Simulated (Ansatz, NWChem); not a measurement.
# NBrO (nitrosyl bromide): from total energies to a heat of formation

The species is NBrO (3 atoms), meant as a singlet with charge 0. SMILES: `O=NBr`. Geometry: relaxed at PBE0-D4/def2-TZVP.

```xyz
3

O     0.9418   -0.6468    0.4485
N    -0.0449   -0.6365   -0.0929
Br   -0.8968    1.2833   -0.3556
```

Total energies at CCSD(T)/def2-TZVP, 11 core orbitals frozen (NWChem 7.3.0); the atoms run unrestricted:

```tsv
species	state	energy (Eh)
NBrO	singlet	-2702.426960
O	triplet	-74.976745
N	quartet	-54.515941
Br	doublet	-2572.661645
```

Harmonic wavenumbers at PBE0/aug-cc-pVTZ, in cm⁻¹: 287, 586, 1938.

Measured heats of formation of the gaseous atoms at 298.15 K, in kJ/mol: O 249.2, N 472.4, Br 111.9. Spin-orbit lowering of the atoms at 298 K (mean of the ground term's levels less their thermal mean, from spectra), in kJ/mol: O 0.40, Br 14.69. Take 1 Eh = 2625.50 kJ/mol, 1 cm⁻¹ = 0.0119627 kJ/mol, RT = 2.479 kJ/mol.

**Question.** Work out the heat of formation of the gas at 298 K.

**Answer.** 
1. Electronic atomisation energy: (-74.976745) + (-54.515941) + (-2572.661645) − (-2702.426960) = 0.272629 Eh = 715.8 kJ/mol.
2. Zero-point energy: half the sum of the wavenumbers, 1405.5 cm⁻¹ = 16.8 kJ/mol.
3. Thermal vibrational enthalpy, Σ hcν̃/(exp(hcν̃/kT) − 1): 1.6 kJ/mol. Translation, rotation and pV of a non-linear molecule: 4 RT = 9.9 kJ/mol.
4. The 3 free atoms carry 5/2 RT each: 18.6 kJ/mol.
5. Spin-orbit coupling lowers the free atoms by 0.40 + 14.69 = 15.1 kJ/mol.
6. Atomisation enthalpy at 298 K: 715.8 − 15.1 − 16.8 − 1.6 − 9.9 + 18.6 = 691.0 kJ/mol.
7. Sum of the atoms' heats of formation: 833.5 kJ/mol. Heat of formation: 833.5 − 691.0 = +142.5 kJ/mol.

The tabulated value is +82.1 kJ/mol (NIST-JANAF tables), so this level is off by +60.4 kJ/mol, or 8.0 % of the atomisation enthalpy that the table implies (751.4 kJ/mol). Coupled cluster needs large bases for atomisation: in a finite one the molecule is underbound. Relativity is left out. Anharmonicity and any spin-orbit splitting of the molecule are left out, and cores are frozen in the wave-function part.
